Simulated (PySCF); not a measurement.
# Magnetisability: `C(=O)=[Se]`, COSe

Geometry:
```json
{"atom": "O1", "x (Å)": "-1.147", "y (Å)": "0.769", "z (Å)": "-0.014"}
{"atom": "C2", "x (Å)": "-0.147", "y (Å)": "0.193", "z (Å)": "-0.011"}
{"atom": "Se3", "x (Å)": "1.332", "y (Å)": "-0.660", "z (Å)": "-0.008"}
```

Computed with GIAO B3LYP/6-311G** magnetisability, rotational g tensor and spin-rotation constants, non-relativistic, gas phase (PySCF). Geometry: PBE0-D3(BJ)/def2-SVP.

The calculation is non-relativistic, which matters for the atoms heavier than Zn.

(1) How diamagnetic is it, and how anisotropic?

(2) Split it along the inertial axes a, b, c into diamagnetic and paramagnetic parts about the centre of mass, with the quadrupole moment.

(3) And the rotational g tensor?

## Answers

(1) Isotropic -742 × 10⁻³⁰ J/T², or -44.7 × 10⁻⁶ cm³/mol; principal values -849, -689, -689 × 10⁻³⁰ J/T², anisotropy 159 × 10⁻³⁰ J/T² (root of half the summed squared differences of the principal values). The susceptibility is in cgs units.

(2) 
| axis | χ (10⁻⁶ cm³/mol) | diamagnetic (10⁻⁶ cm³/mol) | paramagnetic (10⁻⁶ cm³/mol) | summed x² of all electrons (Å²) | quadrupole Θ (D Å) |
| --- | --- | --- | --- | --- | --- |
| a | -51.1 | -51.1 | 0.0 | 66.5 | -0.49 |
| b | -41.5 | -307.8 | 266.3 | 6.0 | +0.24 |
| c | -41.5 | -307.8 | 266.3 | 6.0 | +0.24 |

Anisotropies 2χaa − χbb − χcc = -19.2 and 2χbb − χaa − χcc = +9.6 × 10⁻⁶ cm³/mol. Θ is traceless in Buckingham's convention.

(3) 
| axis | rotational constant (GHz) | g | nuclear part | electronic part |
| --- | --- | --- | --- | --- |
| b | 4.0350 | -0.0190 | 0.4857 | -0.5047 |
| c | 4.0350 | -0.0190 | 0.4857 | -0.5047 |

Linear; isotopes 12C, 16O, 80Se; no vibrational averaging.
